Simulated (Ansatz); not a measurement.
`[OH][SnH]1[CH2][S]1`. The species carries charge 0 and has multiplicity 1. Correlated methods include outer-core shells of Sn, which these sets cover unevenly. Sn: def2 effective core potential.

```xyz
8

O    -1.452   -1.288    1.085
Sn   -0.736    0.360    0.309
C     0.950    0.255   -0.943
S     1.556    0.771    0.746
H    -0.751   -1.905    1.314
H    -1.942    1.527    0.445
H     1.286   -0.732   -1.247
H     1.089    1.011   -1.709
```

(1) Give the diagnostics of a CCSD(T)/def2-TZVPP run (frozen core, the Gaussian-basis code of Ansatz). (Best estimate.)

Results:

(1) Computed: T1 = 0.0144, largest single amplitude 0.021, largest double 0.035, (T) share of the correlation energy 4.0 %, 10 CCSD cycles. The RHF solution is stable towards an unrestricted one. T1 lies under the customary mark of 0.02 for closed shells.
